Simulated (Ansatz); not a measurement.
Basis sets compared for Cu3H4 (the lowest doublet isomer of a short search). Charge 0, multiplicity 2. Geometry PBE-D4/def2-SVP. Ansatz on 4 threads of Arm Neoverse V1 on a shared host; times are rough, and most runs start from earlier orbitals.

```
atom   x (Å)   y (Å)   z (Å)
 Cu1   0.489  -1.079   0.982
 Cu2   1.472   0.284  -0.584
 Cu3  -0.914   0.492  -0.313
  H4  -1.078  -0.678   0.894
  H5  -2.441   0.629  -0.128
  H6   0.381   1.213  -1.302
  H7   2.091  -0.860   0.451
```

The structure comes from a short search, and lower isomers may exist.

Binding counts from free atoms (Cu doublet, H doublet) in the same basis, without a counterpoise term.

```csv
level,functions,energy (Eh),HOMO (eV),LUMO (eV),binding per atom (eV),wall time
PBE-D4/def2-SVP,113,-4922.4837,-4.89,-4.24,2.19,2.7 s
PBE-D4/def2-TZVP,159,-4923.2426,-5.24,-4.57,1.99,3.6 s
r2SCAN-D4/def2-TZVP,159,-4923.9365,-5.41,-4.38,2.07,9 s
PBE0-D4/def2-SVP,113,-4922.4868,-6.19,-3.29,2.02,4 s
PBE0-D4/def2-TZVP,159,-4923.2170,-6.48,-3.54,1.87,6.5 s
```

Problem. Estimate the rows for PBE-D4/def2-TZVPD, r2SCAN-D4/def2-TZVPD, PBE0-D4/def2-TZVPD.

Solution. 
```tsv
level	functions	energy (Eh)	HOMO (eV)	LUMO (eV)	binding per atom (eV)	wall time
PBE-D4/def2-TZVPD	180	-4923.2459	-5.26	-4.60	2.00	5.5 s
r2SCAN-D4/def2-TZVPD	180	-4923.9391	-5.43	-4.40	2.08	13 s
PBE0-D4/def2-TZVPD	180	-4923.2196	-6.49	-3.56	1.88	7.5 s
```
